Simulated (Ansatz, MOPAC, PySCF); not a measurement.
Species: PO, charge 0, multiplicity 2. SMILES: [O][P]
Geometry from a B3LYP-D3(BJ)/def2-TZVP (Ansatz, a quantum-chemistry and plane-wave program) optimisation:
```
P
O 1 1.4798
```
Charge 0, spin multiplicity 2.

Quantity: vertical ionisation energy to the singlet, in eV. Conventions: 6-311+G** with 5d, 6d on Na to Ar in Ansatz; PM7 with its own dispersion and hydrogen-bond terms; open shells spin-unrestricted; each state is the SCF solution reached for its charge and spin; non-relativistic; spin-orbit terms left out; frozen cores in correlated levels; 6-31G* and kin with 6d, 5d where marked. First-principles rows: single points at B3LYP-D3(BJ) geometries (Ansatz). Semi-empirical rows: differences of heats of formation at the shared geometry for vertical values. A UHF reference is markedly spin-contaminated in at least one set, which strains HF and MP2.

```tsv
level	program	vertical ionisation energy to the singlet (eV)
AM1	MOPAC	8.77
PM3	MOPAC	7.40
PM6	MOPAC	8.04
PM7	MOPAC	7.64
HF/6-31G*	Ansatz	8.26
HF/6-311+G**	Ansatz	8.44
PBE/6-31G*	Ansatz	8.29
PBE/6-311+G**	Ansatz	8.50
B3LYP/STO-3G	Ansatz	5.18
B3LYP/6-31G*	Ansatz	8.46
B3LYP/6-311+G**	Ansatz	8.67
M06-2X/6-31G* (5d)	PySCF	8.38
MP2/6-311+G**	Ansatz	7.74
B3LYP/def2-TZVPD	Ansatz	8.69
PBE0/def2-TZVPD	Ansatz	8.72
M06-2X/def2-TZVPD	PySCF	8.58
```

No value to compare with is used here. The 13 habitual levels span 5.18 (B3LYP/STO-3G) to 8.77 eV (AM1); M06-2X/def2-TZVPD gives 8.58.

The levels are drawn from those run, B3LYP/6-31G* more often than the rest, none by its result; left out are runs that failed, that the program found above a lower state of the same kind, or whose <S^2> lies over 0.5 above the pure value.
